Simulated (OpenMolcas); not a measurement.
**A ladder of methods for C3H4AlF (SMILES C#[C][Al]([CH3])[F])**

C3H4AlF has 9 atoms, charge 0, and is taken as a singlet. SMILES: `C#[C][Al]([CH3])[F]`. The coordinates come from a PBE0-D4/def2-TZVP relaxation.

Quantity: the vertical ionisation energy (to the doublet cation), in eV. The values are calculated.

```
         level             kind     program  value (eV)  CPU time (all runs)
  BLYP/cc-pVDZ              GGA  OpenMolcas        9.88              3.2 min
   PBE/cc-pVDZ              GGA  OpenMolcas       10.06              2.7 min
 M06-L/cc-pVDZ         meta-GGA  OpenMolcas       10.22              3.6 min
  TPSS/cc-pVDZ         meta-GGA  OpenMolcas       10.03              4.6 min
r2SCAN/cc-pVDZ         meta-GGA  OpenMolcas       10.20                4 min
 B3LYP/cc-pVDZ    global hybrid  OpenMolcas       10.34                3 min
 BHLYP/cc-pVDZ    global hybrid  OpenMolcas       10.46              2.2 min
M06-2X/cc-pVDZ  hybrid meta-GGA  OpenMolcas       10.73                4 min
```

The values span 9.88 to 10.73 eV. CPU times are rough (shared hosts, several kinds of processor and program).
